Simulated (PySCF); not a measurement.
This script is equivalent to a calculation on Mn²⁺ (manganese, charge +2).

```python
from pyscf import gto, scf, dft, mp, cc
import basis_set_exchange as bse
mol = gto.M(atom="Mn 0 0 0", charge=2, spin=5, symmetry="D2h",
            basis=gto.basis.parse(bse.get_basis("x2c-QZVPPall", elements=["Mn"], fmt="nwchem", augment_diffuse=1)),
            nucmod="G")
mf = dft.UKS(mol, xc="PBE0").sfx2c1e()
mf.irrep_nelec = {'Ag': (5, 3), 'B1g': (1, 0), 'B2g': (1, 0), 'B3g': (1, 0), 'B1u': (2, 2), 'B2u': (2, 2), 'B3u': (2, 2)}
mf.kernel()
```

Question: What total energy does it give?

Answer: -1157.509 hartree (calculated).

Question: Which occupied shell lies highest, and where?

Answer: 3d α, at -28.269 eV.

Question: What is ⟨S²⟩, and what would a pure spin state give?

Answer: 8.750, against 8.75.
